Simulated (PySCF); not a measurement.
A geometry optimisation, step by step.

C₄H₇NSi.
SMILES with atom numbers: `[CH:1]#[C:2]/[CH:3]=[N:4]\[SiH2:5][CH3:6]` (hydrogens: H7 on C1; H8 on C3; H9, H10 on Si5; H11, H12, H13 on C6)

Method: PBE0-D3(BJ)/def2-SVP geometry optimisation, gas phase (PySCF); density fitting, grid level 1; the optimiser is geomeTRIC in internal coordinates, started from a GFN2-xTB structure with every atom displaced at random (about 0.01 Å). The frame can shift and turn from step to step; on so coarse a grid that alone can change the energy by a few meV, and forces under 0.02 eV/Å are noise.

Step 0: E = -13610.6210 eV, largest atomic force 4.898 eV/Å
```
atom  x, y, z in Å  |  force x, y, z in eV/Å
C1      2.862    1.396    0.143    0.556   1.042   0.206
C2      2.260    0.400   -0.143   -0.366  -0.464  -0.132
C3      1.544   -0.788   -0.470    4.427   0.487  -1.360
N4      0.421   -1.073   -0.134   -4.592  -1.242   1.166
Si5    -0.858   -0.300    0.752   -0.515   0.025  -0.445
C6     -2.275   -0.074   -0.483    0.188  -0.378   0.798
H7      3.363    2.306    0.378    0.252   0.332   0.131
H8      2.151   -1.498   -1.063    0.088  -0.161  -0.209
H9     -0.552    1.009    1.406    0.107   0.089   0.011
H10    -1.178   -1.294    1.796   -0.188  -0.116   0.274
H11    -3.185    0.229    0.040   -0.223   0.213   0.159
H12    -2.034    0.672   -1.225    0.193   0.575  -0.460
H13    -2.511   -1.000   -1.006    0.074  -0.404  -0.140
```

Step 1: E = -13610.8207 eV, largest atomic force 1.289 eV/Å
```
atom  x, y, z in Å  |  force x, y, z in eV/Å
C1      2.546    1.427    0.383   -0.081  -0.030  -0.017
C2      1.922    0.424    0.102    0.152   0.087   0.039
C3      1.220   -0.776   -0.256   -1.220  -0.151   0.389
N4      0.030   -1.091    0.106    1.004  -0.057  -0.493
Si5    -1.149   -0.292    1.117   -0.140   0.323   0.233
C6     -2.668    0.105    0.090    0.111  -0.054  -0.243
H7      3.071    2.328    0.642    0.030   0.015   0.008
H8      1.778   -1.462   -0.914    0.067  -0.059  -0.056
H9     -0.618    0.959    1.759   -0.040  -0.007   0.015
H10    -1.521   -1.253    2.198    0.080  -0.050  -0.027
H11    -3.501    0.466    0.713    0.060  -0.013   0.068
H12    -2.439    0.882   -0.659   -0.022  -0.066   0.051
H13    -3.001   -0.799   -0.447   -0.002   0.063   0.033
```

Step 2: E = -13610.8392 eV, largest atomic force 0.401 eV/Å
```
atom  x, y, z in Å  |  force x, y, z in eV/Å
C1      2.549    1.418    0.399   -0.035   0.014  -0.002
C2      1.913    0.427    0.106    0.030   0.068   0.018
C3      1.191   -0.761   -0.266   -0.326  -0.197   0.126
N4      0.018   -1.089    0.097    0.325  -0.002  -0.198
Si5    -1.146   -0.274    1.120   -0.078   0.145   0.140
C6     -2.661    0.092    0.084    0.023  -0.027  -0.082
H7      3.090    2.307    0.669    0.013  -0.011  -0.001
H8      1.751   -1.444   -0.932    0.044   0.022  -0.046
H9     -0.626    0.987    1.748   -0.017  -0.009  -0.002
H10    -1.485   -1.239    2.208    0.024  -0.015  -0.007
H11    -3.487    0.452    0.715    0.000   0.011   0.019
H12    -2.443    0.861   -0.673    0.000  -0.005   0.015
H13    -2.992   -0.818   -0.440   -0.005   0.007   0.019
```

Step 3: E = -13610.8376 eV, largest atomic force 0.280 eV/Å
```
atom  x, y, z in Å  |  force x, y, z in eV/Å
C1      2.483    1.415    0.421   -0.004   0.028   0.008
C2      1.876    0.411    0.112    0.206  -0.029  -0.075
C3      1.185   -0.792   -0.279    0.069   0.231  -0.015
N4      0.018   -1.113    0.088   -0.194  -0.201  -0.020
Si5    -1.123   -0.263    1.119   -0.014  -0.023   0.035
C6     -2.637    0.098    0.082   -0.019  -0.007   0.025
H7      3.005    2.311    0.705   -0.007  -0.007   0.001
H8      1.750   -1.448   -0.972   -0.017   0.002   0.066
H9     -0.589    1.002    1.724   -0.004  -0.011  -0.009
H10    -1.448   -1.216    2.222   -0.008   0.002   0.000
H11    -3.450    0.479    0.718   -0.013   0.014  -0.013
H12    -2.417    0.852   -0.688    0.010   0.016  -0.009
H13    -2.984   -0.817   -0.420   -0.006  -0.016   0.005
```

Step 4: E = -13610.8417 eV, largest atomic force 0.126 eV/Å
```
atom  x, y, z in Å  |  force x, y, z in eV/Å
C1      2.516    1.417    0.412   -0.011   0.014   0.003
C2      1.894    0.419    0.111    0.059  -0.026  -0.007
C3      1.184   -0.777   -0.271    0.039   0.100  -0.065
N4      0.016   -1.104    0.091   -0.074  -0.058   0.003
Si5    -1.135   -0.266    1.123    0.003  -0.022   0.020
C6     -2.648    0.091    0.082   -0.016  -0.005   0.022
H7      3.051    2.307    0.690    0.002  -0.004  -0.002
H8      1.745   -1.435   -0.963    0.005  -0.008   0.044
H9     -0.611    0.999    1.735    0.002  -0.003  -0.006
H10    -1.459   -1.226    2.220   -0.007   0.003   0.000
H11    -3.466    0.466    0.715   -0.008   0.012  -0.013
H12    -2.428    0.850   -0.684    0.008   0.009  -0.005
H13    -2.988   -0.823   -0.426   -0.004  -0.011   0.005
```

Step 5: E = -13610.8420 eV, largest atomic force 0.143 eV/Å
```
atom  x, y, z in Å  |  force x, y, z in eV/Å
C1      2.527    1.417    0.413   -0.012   0.005   0.000
C2      1.900    0.424    0.107    0.006   0.013  -0.036
C3      1.184   -0.765   -0.281   -0.013  -0.048   0.135
N4      0.015   -1.098    0.084    0.035   0.005  -0.065
Si5    -1.137   -0.266    1.119   -0.008   0.019   0.005
C6     -2.657    0.087    0.085   -0.002  -0.007   0.001
H7      3.068    2.303    0.695    0.005  -0.002   0.001
H8      1.755   -1.438   -0.950   -0.017   0.020  -0.040
H9     -0.613    1.000    1.728   -0.002  -0.002   0.001
H10    -1.457   -1.225    2.218    0.007  -0.005  -0.004
H11    -3.475    0.463    0.719    0.002   0.006  -0.003
H12    -2.441    0.845   -0.683    0.003  -0.006   0.000
H13    -2.998   -0.829   -0.419   -0.002   0.001   0.005
```

Step 6: E = -13610.8427 eV, largest atomic force under 0.02 eV/Å
```
atom  x, y, z in Å  |  force x, y, z in eV/Å
C1      2.527    1.420    0.411   -0.006   0.005   0.000
C2      1.901    0.425    0.108   -0.008  -0.003   0.005
C3      1.184   -0.766   -0.274    0.014  -0.005  -0.002
N4      0.015   -1.100    0.085   -0.006   0.009  -0.005
Si5    -1.138   -0.268    1.121    0.000   0.003   0.002
C6     -2.656    0.086    0.085   -0.003  -0.004   0.008
H7      3.069    2.306    0.689    0.003  -0.001  -0.002
H8      1.751   -1.431   -0.955    0.001  -0.001  -0.003
H9     -0.614    0.998    1.731    0.000   0.001   0.001
H10    -1.458   -1.229    2.218    0.003  -0.003  -0.002
H11    -3.474    0.465    0.717    0.002   0.005  -0.003
H12    -2.437    0.843   -0.684    0.003  -0.004  -0.004
H13    -2.998   -0.830   -0.418   -0.003  -0.001   0.003
```

Step 7: E = -13610.8428 eV, largest atomic force under 0.02 eV/Å
```
atom  x, y, z in Å  |  force x, y, z in eV/Å
C1      2.525    1.421    0.413   -0.004   0.002   0.000
C2      1.900    0.426    0.109   -0.002  -0.004   0.003
C3      1.184   -0.765   -0.277    0.016   0.004  -0.006
N4      0.015   -1.099    0.082   -0.013   0.005  -0.002
Si5    -1.137   -0.267    1.119    0.002  -0.002   0.001
C6     -2.657    0.084    0.087   -0.002  -0.003   0.006
H7      3.067    2.306    0.693    0.002   0.001  -0.001
H8      1.751   -1.428   -0.959    0.000  -0.001   0.002
H9     -0.612    1.000    1.726   -0.002   0.000   0.001
H10    -1.453   -1.227    2.219    0.002  -0.003  -0.001
H11    -3.473    0.466    0.719    0.002   0.004  -0.002
H12    -2.439    0.837   -0.686    0.002  -0.004  -0.004
H13    -3.001   -0.834   -0.412   -0.002  -0.001   0.003
```

Question: Summarise the path.

Answer: The energy falls by 21.39 kJ/mol from step 0 to step 7; nine tenths of that is first reached at step 1. It rises by more than 0.2 meV at step 3. The largest force goes from 4.898 to under 0.02 eV/Å. Among the bonds C3=N4 changes most, from 1.207 to 1.268 Å; the atoms move by 0.093 Å rms after alignment.

Question: Follow the three bonds and two angles with the largest change from start to end.

Answer: 
```
step  E above end (kJ/mol)  largest force (eV/Å)  C3=N4 (Å)  Si5–C6 (Å)  C6–H12 (Å)  C3–N4–Si5 (°)  N4–Si5–H9 (°)
   0                 21.39                 4.898      1.207       1.894       1.079          136.2          117.5
   1                  2.13                 1.289      1.283       1.876       1.104          132.6          112.9
   2                  0.35                 0.401      1.272       1.871       1.101          131.3          113.9
   3                  0.50                 0.280      1.265       1.870       1.100          130.3          114.4
   4                  0.10                 0.126      1.266       1.870       1.100          130.4          114.4
   5                  0.07                 0.143      1.268       1.871       1.101          130.5          114.2
   6                  0.01            under 0.02      1.268       1.871       1.101          130.3          114.2
   7                  0.00            under 0.02      1.268       1.871       1.101          130.3          114.1
```

What follows is the cost of the whole optimisation. Hardware: an Arm Neoverse V2 with one thread, no GPU, shared host with 192 logical CPUs at a one-minute load of 121. Cost: 40 s wall, 0.51 GiB resident at most.
